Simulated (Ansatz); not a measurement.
Ansatz (a quantum-chemistry and plane-wave program) input (BLYP/6-31G* with LANL2DZ past Ar): The .json file joins the Basis Set Exchange's 6-31G* for atoms up to Ar and LANL2DZ past it.

Ansatz 0.2 input:
```yaml
crystal:
  periodic: [false, false, false]
  atoms:
    - {symbol: Zn, position_ang: [-0.33633296, -0.31685854, -0.43001165]}
    - {symbol: Cl, position_ang: [1.70736839, 0.63245292, -0.98389702]}
    - {symbol: Cl, position_ang: [-1.11383964, -0.07329080, 1.74274111]}
basis:
  gaussian:
    orbitals: 6-31Gs+LANL2DZ.json
hamiltonian:
  xc: {name: BLYP}
total_charge: -1
magnetization: {spin_polarized: true, initial_magnetization: 1}
output: {forces: true}
```

Output:

```
WARN ansatz: RAYON_NUM_THREADS=1 ignored (pool sized by the plan → 1); use --threads N
Functional definition: BLYP
integrals: 0.02 GiB planned
699 factors; their error is unknown
mean field: 0.15 GiB planned
mean field evaluation 1: about -26841.2618 eV, gradient 1.4e1 eV
mean field evaluation 2: about -26841.0985 eV, gradient 1.7e1 eV
mean field evaluation 4: about -26841.8264 eV, gradient 4.8e-1 eV
mean field evaluation 8: about -26841.8050 eV, gradient 5.2e-2 eV
mean field -26841.80503805 eV, -986.4181411193 hartree, gradient 4.9e-5 eV, S^2 0.750668; 0 other end points of the search recorded, 0 dependent functions left out
the calculation of the forces begins
reference -26841.80534553 eV, -986.4181524190 hartree; 24, 23 occupied and 32, 33 virtual orbitals, 699 factors
Total energy: -26841.80534553 eV, -986.4181524190 hartree
Atom 0 at    -0.336333    -0.316859    -0.430012 Å, force    -0.306794    -0.289030    -0.392245 eV/Å
Atom 1 at     1.707368     0.632453    -0.983897 Å, force     0.551558     0.244118    -0.188692 eV/Å
Atom 2 at    -1.113840    -0.073291     1.742741 Å, force    -0.244765     0.044912     0.580937 eV/Å
Dipole moment:    -0.147942    -0.139376    -0.189149 e Å
```

The dipole moment of an ion depends on the origin.
